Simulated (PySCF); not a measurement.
CH₉AlO₂Si₂, singlet, geometry from GFN2-xTB (such geometries of metal compounds can be far from the true shape); CAMB3LYP/3-21G (PySCF).

Here is a job for PySCF.
```python
from pyscf import gto, scf, dft

mol = gto.M(
    atom='''
Al    0.328227    0.517411    0.468922
C     1.168480    1.860372    1.665972
H     1.792393    1.382469    2.420049
H     0.413247    2.460184    2.173924
H     1.792076    2.553553    1.101008
O    -0.785728    0.988621   -0.698016
Si   -1.870818    1.391488   -1.842135
H    -3.197806    1.074849   -1.309426
H    -1.564414    0.618294   -3.046731
H    -1.713334    2.830477   -2.071669
O     0.708594   -1.115714    0.587127
Si    1.042573   -2.706457    0.660993
H    -0.195330   -3.400072    1.022183
H     2.068555   -2.865527    1.695794
H     1.539281   -3.116498   -0.653854
''',
    basis='3-21g',
    charge=0,
    spin=0,
    verbose=4,
)

mf = dft.UKS(mol)
mf.xc = 'camb3lyp'
mf.kernel()
mf.analyze()
```

What the program printed (banner, timings and long lists left out):

```
PySCF version 2.14.0

[INPUT] verbose = 4
[INPUT] num. atoms = 15
[INPUT] num. electrons = 72
[INPUT] charge = 0
[INPUT] spin (= nelec alpha-beta = 2S) = 0
[INPUT] symmetry False subgroup None
[INPUT] Mole.unit = angstrom
[INPUT] Symbol           X                Y                Z      unit          X                Y                Z       unit  Magmom
[...]
nuclear repulsion = 413.900130772263
number of shells = 54
number of NR pGTOs = 153
number of NR cGTOs = 84
basis = 3-21g
ecp = {}

******** <class 'pyscf.dft.uks.UKS'> ********
method = UKS
initial guess = minao
damping factor = 0
level_shift factor = 0
DIIS = <class 'pyscf.scf.diis.CDIIS'>
diis_start_cycle = 1
diis_space = 8
diis_damp = 0
SCF conv_tol = 1e-09
SCF conv_tol_grad = None
SCF max_cycles = 50
direct_scf = True
direct_scf_tol = 1e-13
number electrons alpha = 36  beta = 36
XC library pyscf.dft.libxc version 7.1.2
    S. Lehtola, C. Steigemann, M. J. T. Oliveira, and M. A. L. Marques,  SoftwareX 7, 1–5 (2018)
XC functionals = camb3lyp
    T. Yanai, D. P. Tew, and N. C. Handy,  Chem. Phys. Lett. 393, 51 (2004)
radial grids:
    Treutler-Ahlrichs [JCP 102, 346 (1995); DOI:10.1063/1.469408] (M4) radial grids

becke partition: Becke, JCP 88, 2547 (1988); DOI:10.1063/1.454033
pruning grids: <function nwchem_prune>
grids dens level: 3
symmetrized grids: False
atomic radii adjust function: <function treutler_atomic_radii_adjust>
small_rho_cutoff = 0
Set gradient conv threshold to 3.16228e-05
tot grids = 188096
init E= -1008.94161139672
cycle= 1 E= -1009.68886636197  delta_E= -0.747  |g|= 0.941  |ddm|= 2.32
cycle= 2 E= -1009.25607056452  delta_E= 0.433  |g|= 1.42  |ddm|= 2.07
cycle= 3 E= -1010.01715103573  delta_E= -0.761  |g|= 0.0641  |ddm|= 1.38
cycle= 4 E= -1010.01881558267  delta_E= -0.00166  |g|= 0.0365  |ddm|= 0.0949
cycle= 5 E= -1010.01947925462  delta_E= -0.000664  |g|= 0.0027  |ddm|= 0.0292
cycle= 6 E= -1010.01948677208  delta_E= -7.52e-06  |g|= 0.000678  |ddm|= 0.00651
cycle= 7 E= -1010.01948720926  delta_E= -4.37e-07  |g|= 0.000382  |ddm|= 0.00135
cycle= 8 E= -1010.0194872859  delta_E= -7.66e-08  |g|= 0.000215  |ddm|= 0.000527
cycle= 9 E= -1010.0194873171  delta_E= -3.12e-08  |g|= 4.28e-05  |ddm|= 0.000341
cycle= 10 E= -1010.01948732034  delta_E= -3.23e-09  |g|= 9.84e-06  |ddm|= 0.000149
cycle= 11 E= -1010.01948732049  delta_E= -1.54e-10  |g|= 2.35e-06  |ddm|= 3.22e-05
Extra cycle  E= -1010.0194873205  delta_E= -1.25e-11  |g|= 1.09e-06  |ddm|= 5.74e-06
converged SCF energy = -1010.0194873205  <S^2> = 8.363088e-12  2S+1 = 1
**** SCF Summaries ****
Total Energy =                       -1010.019487320502321
Nuclear Repulsion Energy =             413.900130772262855
One-electron Energy =                -2222.659617386061655
Two-electron Energy =                  798.739999293296364
Two-electron Coulomb Energy =          885.160971917370830
DFT Exchange-Correlation Energy =      -86.420972624074494
**** MO energy ****
                             alpha | beta                alpha | beta
[...]
To work with the spin densities directly, `use mulliken_meta_spin()` only printing them here.

 ** Mulliken spin pop alpha/beta on meta-lowdin orthogonal AOs **
 ** Mulliken Spin Density (per AO)  **
spin_pop of  0 Al 1s       -0.00000
spin_pop of  0 Al 2s       -0.00000
spin_pop of  0 Al 3s       -0.00000
spin_pop of  0 Al 4s        0.00000
spin_pop of  0 Al 2px       0.00000
spin_pop of  0 Al 2py       0.00000
spin_pop of  0 Al 2pz       0.00000
spin_pop of  0 Al 3px      -0.00000
spin_pop of  0 Al 3py      -0.00000
spin_pop of  0 Al 3pz      -0.00000
spin_pop of  0 Al 4px      -0.00000
spin_pop of  0 Al 4py      -0.00000
spin_pop of  0 Al 4pz      -0.00000
spin_pop of  1 C 1s       -0.00000
spin_pop of  1 C 2s        0.00000
spin_pop of  1 C 3s       -0.00000
spin_pop of  1 C 2px       0.00000
spin_pop of  1 C 2py       0.00000
spin_pop of  1 C 2pz       0.00000
spin_pop of  1 C 3px      -0.00000
spin_pop of  1 C 3py      -0.00000
spin_pop of  1 C 3pz      -0.00000
spin_pop of  2 H 1s       -0.00000
spin_pop of  2 H 2s        0.00000
spin_pop of  3 H 1s       -0.00000
spin_pop of  3 H 2s        0.00000
spin_pop of  4 H 1s       -0.00000
spin_pop of  4 H 2s        0.00000
spin_pop of  5 O 1s       -0.00000
spin_pop of  5 O 2s       -0.00000
spin_pop of  5 O 3s       -0.00000
spin_pop of  5 O 2px       0.00000
spin_pop of  5 O 2py      -0.00000
spin_pop of  5 O 2pz       0.00000
spin_pop of  5 O 3px      -0.00000
spin_pop of  5 O 3py      -0.00000
spin_pop of  5 O 3pz      -0.00000
spin_pop of  6 Si 1s       -0.00000
spin_pop of  6 Si 2s        0.00000
spin_pop of  6 Si 3s       -0.00000
spin_pop of  6 Si 4s        0.00000
spin_pop of  6 Si 2px      -0.00000
spin_pop of  6 Si 2py      -0.00000
spin_pop of  6 Si 2pz      -0.00000
spin_pop of  6 Si 3px      -0.00000
spin_pop of  6 Si 3py      -0.00000
spin_pop of  6 Si 3pz      -0.00000
spin_pop of  6 Si 4px      -0.00000
spin_pop of  6 Si 4py      -0.00000
spin_pop of  6 Si 4pz      -0.00000
spin_pop of  7 H 1s        0.00000
spin_pop of  7 H 2s       -0.00000
spin_pop of  8 H 1s        0.00000
spin_pop of  8 H 2s       -0.00000
spin_pop of  9 H 1s        0.00000
spin_pop of  9 H 2s       -0.00000
spin_pop of  10 O 1s       -0.00000
spin_pop of  10 O 2s       -0.00000
spin_pop of  10 O 3s       -0.00000
spin_pop of  10 O 2px      -0.00000
spin_pop of  10 O 2py       0.00000
spin_pop of  10 O 2pz      -0.00000
spin_pop of  10 O 3px      -0.00000
spin_pop of  10 O 3py      -0.00000
spin_pop of  10 O 3pz      -0.00000
spin_pop of  11 Si 1s       -0.00000
spin_pop of  11 Si 2s        0.00000
spin_pop of  11 Si 3s       -0.00000
spin_pop of  11 Si 4s        0.00000
spin_pop of  11 Si 2px      -0.00000
spin_pop of  11 Si 2py       0.00000
spin_pop of  11 Si 2pz      -0.00000
spin_pop of  11 Si 3px      -0.00000
spin_pop of  11 Si 3py      -0.00000
spin_pop of  11 Si 3pz      -0.00000
spin_pop of  11 Si 4px      -0.00000
spin_pop of  11 Si 4py      -0.00000
spin_pop of  11 Si 4pz      -0.00000
spin_pop of  12 H 1s        0.00000
spin_pop of  12 H 2s       -0.00000
spin_pop of  13 H 1s        0.00000
spin_pop of  13 H 2s       -0.00000
spin_pop of  14 H 1s        0.00000
spin_pop of  14 H 2s       -0.00000
 ** Mulliken Spin Density (per atom)  **
spin density of  0 Al =     -0.00000
spin density of  1 C =      0.00000
spin density of  2 H =     -0.00000
spin density of  3 H =     -0.00000
spin density of  4 H =     -0.00000
spin density of  5 O =      0.00000
spin density of  6 Si =     -0.00000
spin density of  7 H =      0.00000
spin density of  8 H =      0.00000
spin density of  9 H =      0.00000
spin density of  10 O =     -0.00000
spin density of  11 Si =     -0.00000
spin density of  12 H =      0.00000
spin density of  13 H =      0.00000
spin density of  14 H =      0.00000
 ** Mulliken pop alpha/beta on meta-lowdin orthogonal AOs **
 ** Mulliken pop       alpha | beta **
In total            36.00000 | 36.00000
 ** Mulliken atomic charges   ( Nelec_alpha | Nelec_beta ) **
charge of  0Al =      0.94986  (     6.02507      6.02507 )
charge of  1C =     -0.60220  (     3.30110      3.30110 )
charge of  2H =      0.11548  (     0.44226      0.44226 )
charge of  3H =      0.11502  (     0.44249      0.44249 )
charge of  4H =      0.11498  (     0.44251      0.44251 )
charge of  5O =     -0.69609  (     4.34805      4.34805 )
charge of  6Si =      0.67373  (     6.66313      6.66314 )
charge of  7H =     -0.10842  (     0.55421      0.55421 )
charge of  8H =     -0.10761  (     0.55381      0.55380 )
charge of  9H =     -0.10817  (     0.55408      0.55408 )
charge of  10O =     -0.69600  (     4.34800      4.34800 )
charge of  11Si =      0.67383  (     6.66308      6.66308 )
charge of  12H =     -0.10808  (     0.55404      0.55404 )
charge of  13H =     -0.10846  (     0.55423      0.55423 )
charge of  14H =     -0.10787  (     0.55394      0.55394 )
Dipole moment(X, Y, Z, Debye):  0.00233,  0.04415,  0.01405
```
